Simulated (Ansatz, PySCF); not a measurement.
Stretching the B1–H2 bond in BF2H (SMILES FBF) (multiplicity 1 held, fragments rigid). Energies count from the point at 1.187 Å.
Geometry at that point (charge 0, multiplicity 1):
```xyz
4

B     -0.2354    -0.3854     0.0819
H     -0.8442    -1.3818     0.2937
F      0.8992    -0.1388     0.7049
F     -0.6746     0.5064    -0.7830
```

Unrestricted levels (U-) break spin symmetry where that is lower. Active spaces are followed from a long bond inwards. Levels need not reach the same state.

Cores are frozen in the correlated methods. Rows in 3-21G, 6-31G* carry no dispersion term and start afresh at each structure (6-31G* with six Cartesian d functions).

Codes used: Ansatz (a first-principles code) with Gaussian orbitals; PySCF for 3-21G rows, 6-31G* rows. Each number belongs to the level named beside it.

Energies in kcal/mol.

```json
[
 {"R (Å)": "0.949", "R-HF/3-21G": "25.0", "U-HF/6-31G*": "25.6", "U-HF/cc-pVTZ": "24.5", "U-PBE/cc-pVTZ": "25.9", "FIC-NEVPT4(SD) on CASSCF(2,2)/cc-pVTZ": "24.8", "FIC-MRCISD+Q on CASSCF(2,2)/cc-pVTZ": "24.6"},
 {"R (Å)": "1.068", "R-HF/3-21G": "4.4", "U-HF/6-31G*": "4.8", "U-HF/cc-pVTZ": "4.6", "U-PBE/cc-pVTZ": "[?]", "FIC-NEVPT4(SD) on CASSCF(2,2)/cc-pVTZ": "4.9", "FIC-MRCISD+Q on CASSCF(2,2)/cc-pVTZ": "4.8"},
 {"R (Å)": "1.187", "R-HF/3-21G": "0.0", "U-HF/6-31G*": "0.0", "U-HF/cc-pVTZ": "0.0", "U-PBE/cc-pVTZ": "0.0", "FIC-NEVPT4(SD) on CASSCF(2,2)/cc-pVTZ": "0.0", "FIC-MRCISD+Q on CASSCF(2,2)/cc-pVTZ": "0.0"},
 {"R (Å)": "1.305", "R-HF/3-21G": "4.7", "U-HF/6-31G*": "4.2", "U-HF/cc-pVTZ": "4.0", "U-PBE/cc-pVTZ": "2.6", "FIC-NEVPT4(SD) on CASSCF(2,2)/cc-pVTZ": "3.5", "FIC-MRCISD+Q on CASSCF(2,2)/cc-pVTZ": "3.5"},
 {"R (Å)": "1.424", "R-HF/3-21G": "14.2", "U-HF/6-31G*": "13.5", "U-HF/cc-pVTZ": "12.9", "U-PBE/cc-pVTZ": "9.8", "FIC-NEVPT4(SD) on CASSCF(2,2)/cc-pVTZ": "11.4", "FIC-MRCISD+Q on CASSCF(2,2)/cc-pVTZ": "11.6"},
 {"R (Å)": "1.602", "R-HF/3-21G": "32.3", "U-HF/6-31G*": "31.7", "U-HF/cc-pVTZ": "30.5", "U-PBE/cc-pVTZ": "24.4", "FIC-NEVPT4(SD) on CASSCF(2,2)/cc-pVTZ": "27.2", "FIC-MRCISD+Q on CASSCF(2,2)/cc-pVTZ": "27.4"},
 {"R (Å)": "1.780", "R-HF/3-21G": "51.8", "U-HF/6-31G*": "51.5", "U-HF/cc-pVTZ": "49.9", "U-PBE/cc-pVTZ": "40.3", "FIC-NEVPT4(SD) on CASSCF(2,2)/cc-pVTZ": "43.9", "FIC-MRCISD+Q on CASSCF(2,2)/cc-pVTZ": "44.3"},
 {"R (Å)": "2.077", "R-HF/3-21G": "83.7", "U-HF/6-31G*": "76.6", "U-HF/cc-pVTZ": "75.3", "U-PBE/cc-pVTZ": "[?]", "FIC-NEVPT4(SD) on CASSCF(2,2)/cc-pVTZ": "69.1", "FIC-MRCISD+Q on CASSCF(2,2)/cc-pVTZ": "69.5"},
 {"R (Å)": "2.374", "R-HF/3-21G": "113.0", "U-HF/6-31G*": "86.8", "U-HF/cc-pVTZ": "85.6", "U-PBE/cc-pVTZ": "86.2", "FIC-NEVPT4(SD) on CASSCF(2,2)/cc-pVTZ": "87.9", "FIC-MRCISD+Q on CASSCF(2,2)/cc-pVTZ": "88.4"},
 {"R (Å)": "2.730", "R-HF/3-21G": "143.4", "U-HF/6-31G*": "91.4", "U-HF/cc-pVTZ": "90.2", "U-PBE/cc-pVTZ": "100.3", "FIC-NEVPT4(SD) on CASSCF(2,2)/cc-pVTZ": "101.9", "FIC-MRCISD+Q on CASSCF(2,2)/cc-pVTZ": "102.3"},
 {"R (Å)": "3.204", "R-HF/3-21G": "175.7", "U-HF/6-31G*": "93.4", "U-HF/cc-pVTZ": "91.9", "U-PBE/cc-pVTZ": "106.3", "FIC-NEVPT4(SD) on CASSCF(2,2)/cc-pVTZ": "110.1", "FIC-MRCISD+Q on CASSCF(2,2)/cc-pVTZ": "110.4"},
 {"R (Å)": "3.798", "R-HF/3-21G": "204.0", "U-HF/6-31G*": "93.9", "U-HF/cc-pVTZ": "92.4", "U-PBE/cc-pVTZ": "108.1", "FIC-NEVPT4(SD) on CASSCF(2,2)/cc-pVTZ": "112.8", "FIC-MRCISD+Q on CASSCF(2,2)/cc-pVTZ": "113.2"}
]
```

Q: Some entries are withheld; supply them.

A: 
- 2.077, U-PBE/cc-pVTZ: 65.3
- 1.068, U-PBE/cc-pVTZ: 5.6

Doubts at one or more of the structures used: a restricted determinant that unrestricted orbitals would lower (R-HF/3-21G); a spin-contaminated determinant (U-HF/6-31G*, U-HF/cc-pVTZ, U-PBE/cc-pVTZ).
